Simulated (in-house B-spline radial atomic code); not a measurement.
## Ionising Au⁺ with different functionals

Computed with a radial B-spline atomic code at the basis-set limit: scalar-relativistic (spin-free X2C) Hamiltonian, Fermi nucleus of rms radius 5.4371 fm, spin-polarised at highest spin, spherical fractional occupations for the functionals, and exact exchange of hybrids averaged over the configuration. The ionisation energy is the difference of two self-consistent energies, [Xe] 4f14 5d10 → [Xe] 4f14 5d9, without Breit or QED terms; ε is the level of the shell that loses the electron (its least bound occupied spin orbital). There is no spin-orbit coupling in this Hamiltonian.

```
   method                    rung  ΔSCF (eV)  -ε(5d) (eV)
     PBE0           global hybrid          ?            ?
    B3LYP           global hybrid      20.93        16.67
    TPSSh           global hybrid      20.85        15.87
   M06-2X           global hybrid      20.57        18.71
BHandHLYP           global hybrid      20.51        18.45
  r2SCAN0           global hybrid      20.92        17.05
    B97-1           global hybrid      20.79        16.59
    HSE06  range-separated hybrid      20.79        16.49
    wB97X  range-separated hybrid      20.57        19.33
CAM-B3LYP  range-separated hybrid      20.81        18.40
  LC-wPBE  range-separated hybrid          ?            ?
```

Problem. What does PBE0 give?

Solution. ΔSCF 20.80 eV, and -ε(5d) = 16.91 eV.

Problem. What does LC-wPBE give?

Solution. ΔSCF 20.58 eV, and -ε(5d) = 19.62 eV.

Problem. Among the functionals, which spreads more, the ΔSCF values or the orbital energies?

Solution. The orbital energies: ΔSCF values span about 0.43 eV and the orbital energies 3.75 eV; here energy differences depend much less on the functional than eigenvalues do.

Problem. How do they compare with the NIST value?

Solution. NIST lists 20.20 eV ± 0.025 (measured, ground level to ground level). Errors run from +0.31 to +0.73 eV; BHandHLYP is closest (+0.31 eV), but part of that can be cancellation, since the calculations leave out spin-orbit coupling, Breit-QED terms, multiplet and fine-structure energies.
